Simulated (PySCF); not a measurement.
Static response to an electric field

Species: C₄H₁₂OP₂Si.
Cartesian coordinates in Å at the PBE0-D3(BJ)/def2-SVP level; atoms count from 1:
```
atom  x, y, z in Å
C1     3.195   -0.752   -0.889
C2     2.066   -0.522    0.078
O3     2.251   -0.206    1.231
C4     0.660   -0.656   -0.461
P5    -0.094    1.054   -0.643
P6    -0.392    1.482    1.533
C7    -1.835    0.562   -1.090
Si8   -2.919   -0.416    0.119
H9     3.155   -1.779   -1.285
H10    3.085   -0.071   -1.749
H11    4.158   -0.579   -0.393
H12    0.643   -1.123   -1.458
H13    0.069   -1.267    0.240
H14    0.846    2.169    1.696
H15   -1.117    2.685    1.246
H16   -1.758   -0.002   -2.036
H17   -2.369    1.493   -1.349
H18   -4.096   -0.954   -0.632
H19   -2.179   -1.568    0.717
H20   -3.422    0.466    1.212
```

Level: B3LYP/def2-SVPD (PySCF), static field, nuclei fixed, core orbitals frozen in the response. The polarisability tensor in these axes (au):

```
x   154.52  -1.25  -1.02
y    -1.25 119.06  11.92
z    -1.02  11.92 131.64
```

Problem. Give the principal values, the mean and the anisotropy Δα = √{½[(α1 − α2)² + (α2 − α3)² + (α1 − α3)²]}.

Solution. Principal values 111.86, 138.68 and 154.67 au; mean 135.07 au = 20.02 Å³ = 22.27 × 10⁻⁴⁰ C²·m²/J; Δα = 37.47 au (28 % of the mean).

Problem. What is the dipole moment, and where does it point?

Solution. (-0.41, -0.84, -3.07) D, 3.21 D in size, pointing from the negative to the positive side. Measured along this direction, the outermost atoms are H14 at the negative end and H16 at the positive end.

Problem. What are the principal values of the traceless quadrupole moment, Θ = ½Σq(3rr − r²1), about the centre of nuclear charge?

Solution. -8.38, -3.44, 11.82 D·Å. The values depend on the origin, since the dipole doesn't vanish. The electronic extent ⟨r²⟩ about the same centre is 2021 bohr², a root-mean-square distance of 2.54 Å for the 88 electrons.

Problem. Along which axes do the principal values lie, and how far do the nuclei extend along each?

Solution. Largest value along (1.00, -0.06, -0.07), where the nuclei span 8.18 Å; middle along (0.10, 0.51, 0.85), 4.54 Å; least along (0.01, 0.86, -0.52), 3.68 Å. The response follows the extents in order.

Problem. Rayleigh depolarisation ratio (linearly polarised light, static tensor)?

Solution. ρ = 3Δα²/(45ᾱ² + 4Δα²) = 4211.0/(820993 + 5614.6) = 0.00509.

Geometry: PBE0-D3(BJ)/def2-SVP, one conformer, isolated molecule.
